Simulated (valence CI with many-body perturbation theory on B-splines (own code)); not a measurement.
Results of a calculation; reference values are marked as such.
Gd22+: magnetic and hyperfine properties of the levels

Level of theory: relativistic CI+MBPT: six valence electrons over a frozen Dirac-Fock core [Kr], radial functions for each j: 7 s, 7 p, 8 d, 6 f, 4 g, 1 h, with the one-electron correlation potential Σ1, the two-electron term Σ2, the three-electron term Σ3, Breit, model QED; selected CI, second order for the rest, scaled by the run's own slope (own B-spline code, finite nucleus).

No measured spectrum was set against this ion. As an estimate, terms of the open shell hold to 2 to 4 % of their energy, and close levels can change places. Core correlation moves these levels by up to 9300 cm⁻¹, and in measured spectra 5 to 20 % of such shifts remained as error; rates that hang on mixing are uncertain with them. Among the levels kept, up to 960 cm⁻¹ of a level comes from second order outside the variational space, and about a tenth of that is noise between levels of different J, which matters for small intervals. Only levels of the ground parity were solved; by the run's estimate the other parity begins above the list, which can be wrong where configurations are misplaced.

A/g_I is the dipole constant over the nuclear g factor μ/I (μ in nuclear magnetons, uniformly magnetised nucleus), B/Q the quadrupole constant per barn. Both hold the static response of the core; the bare values leave it out. Large factors of s and p1/2 electrons are usually good to 5 to 10 %; those of open d and f shells near neutrality can be off by tens of per cent, and small factors of p3/2, d and f electrons come from cancelling terms and can be off by a factor of two or in sign, in half-filled shells by more. B is blank for J = 1/2, where it vanishes, and for nearly pure S terms. Energies count from the lowest level. Levels with J = 0 are left out.

Levels are named by their leading jj configuration (3d3/2^4 stands for four electrons in 3d with j = 3/2), which in mixed levels can hold well under half, so a name can repeat and another be missing. Letters in brackets count levels of one name in rising energy.

| Level | E (cm⁻¹) | g | A/g_I (MHz) | A/g_I bare | B/Q (MHz/b) | B/Q bare |
| --- | --- | --- | --- | --- | --- | --- |
| (4d3/2^4 4d5/2^2) J=4 | 0.0 | 1.357 | 3650 | 4140 | 8950 | 8550 |
| (4d3/2^4 4d5/2^2) J=2 | 16400 | 1.362 | 3650 | 4150 | -3530 | -3350 |
| (4d3/2^3 4d5/2^3) J=3 [a] | 41147 | 1.429 | 1960 | 2570 | 1230 | 1170 |
| (4d3/2^3 4d5/2^3) J=1 [a] | 51324 | 1.402 | 3230 | 3800 | -3170 | -3010 |
| (4d3/2^3 4d5/2^3) J=4 [a] | 54661 | 1.116 | 4980 | 5060 | 6650 | 6370 |
| (4d3/2^3 4d5/2^3) J=5 | 70727 | 1.125 | 5690 | 5780 | 3610 | 3470 |
| (4d3/2^3 4d5/2^3) J=6 | 71932 | 1.123 | 6270 | 6350 | -7230 | -6920 |
| (4d3/2^3 4d5/2^3) J=2 [a] | 82303 | 0.931 | 7670 | 7430 | -6360 | -6060 |
| (4d3/2^3 4d5/2^3) J=3 [b] | 84627 | 1.025 | 7340 | 7260 | 3850 | 3650 |
| (4d3/2^2 4d5/2^4) J=2 [a] | 96868 | 1.311 | 3200 | 3610 | 391 | 368 |
| (4d3/2^3 4d5/2^3) J=1 [b] | 107810 | 0.936 | 5980 | 5750 | 5400 | 5150 |
| (4d3/2^3 4d5/2^3) J=4 [b] | 109180 | 1.008 | 7270 | 7160 | -3350 | -3210 |
| (4d3/2^3 4d5/2^3) J=2 [b] | 113640 | 1.243 | 3750 | 4050 | 7600 | 7280 |
| (4d3/2^3 4d5/2^3) J=3 [c] | 120070 | 1.141 | 6190 | 6310 | -8970 | -8560 |
| (4d3/2^2 4d5/2^4) J=4 [a] | 120340 | 1.104 | 6230 | 6280 | 73.4 | 94.6 |
| (4d3/2^2 4d5/2^4) J=5 | 128040 | 1.104 | 6450 | 6500 | -5740 | -5460 |
| (4d3/2^2 4d5/2^4) J=3 [a] | 130360 | 1.146 | 4750 | 4870 | -6100 | -5840 |
| (4d3/2^2 4d5/2^4) J=6 | 138580 | 1.040 | 7140 | 7080 | -8940 | -8520 |
| (4d3/2^2 4d5/2^4) J=3 [b] | 138790 | 0.932 | 8510 | 8260 | 851 | 819 |
| (4d3/2^2 4d5/2^4) J=1 | 151430 | 1.156 | 6130 | 6270 | -1780 | -1700 |
| (4d3/2^2 4d5/2^4) J=4 [b] | 156850 | 1.054 | 7310 | 7270 | -111 | -112 |
| (4d3/2^2 4d5/2^4) J=2 [b] | 156860 | 1.054 | 7050 | 7010 | -5170 | -4960 |
| (4d3/2 4d5/2^5) J=1 | 179380 | 1.498 | -1220 | -484 | -2130 | -2030 |
| (4d3/2^2 4d5/2^4) J=2 [c] | 180840 | 0.799 | 10200 | 9740 | -2150 | -2040 |
| (4d3/2^2 4d5/2^4) J=4 [c] | 185090 | 1.173 | 5240 | 5420 | -8050 | -7680 |
| (4d3/2 4d5/2^5) J=4 | 213260 | 1.023 | 7180 | 7090 | -6050 | -5750 |
| (4d3/2 4d5/2^5) J=2 | 219990 | 1.283 | 4160 | 4520 | -9170 | -8780 |
| (4d3/2 4d5/2^5) J=3 | 222920 | 1.066 | 6710 | 6700 | -10300 | -9890 |
| (4d3/2^2 4d5/2^4) J=2 [d] | 232190 | 1.001 | 7600 | 7480 | 9620 | 9200 |

Q: Take the isotope of mass number 155, with I = 3/2, μ = -0.2591 μN and Q = 1.27 b. What is the hyperfine structure of (4d3/2^3 4d5/2^3) J=6?

A: From the table A = -1080 MHz, B = -9180 MHz. Shifts from the centre of gravity in MHz: F = 9/2: 7690, F = 11/2: 7490, F = 13/2: 1820, F = 15/2: -12000.
